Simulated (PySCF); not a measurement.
**Correlation energy of Ta⁶⁰⁺ (tantalum, charge +60)**

Starting occupation: [Ne] 3s2 3p1, 3p3/2 with m_j = +3/2. All numbers are calculated (PySCF 2.14, X2C-1e with screened-nucleus spin-orbit coupling, Gaussian nucleus, in an even-tempered Gaussian basis (18 s from 19 bohr⁻², ratio 2.4; 14 p from 24 bohr⁻², ratio 2.4; 4 d from 81 bohr⁻², ratio 2.6; 4 f from 120 bohr⁻², ratio 2.6)). Frozen: 1s2; 11 electrons correlated; the 52 highest virtual spinors left out.

MP2 pair energies summed by pair of shells (mhartree):

```csv
pair,energy,share (%)
2p1/2-2p3/2,-101.65,19.3
2p3/2-2p3/2,-94.10,17.9
3s1/2-3s1/2,-85.12,16.2
3p3/2-3s1/2,-44.20,8.4
2p3/2-2s1/2,-42.47,8.1
2p3/2-3s1/2,-40.55,7.7
2p1/2-2p1/2,-24.68,4.7
2p1/2-2s1/2,-23.41,4.4
2p1/2-3s1/2,-18.20,3.5
2p3/2-3p3/2,-17.02,3.2
2s1/2-2s1/2,-11.82,2.2
2s1/2-3s1/2,-9.41,1.8
2p1/2-3p3/2,-8.62,1.6
2s1/2-3p3/2,-4.79,0.9
```

Total MP2 correlation energy: -526.05 mhartree.

At this charge the one-electron X2C treatment keeps the bare 1/r₁₂, with no two-electron picture change or Breit term. The effect here is smaller than on the frozen 1s shell.
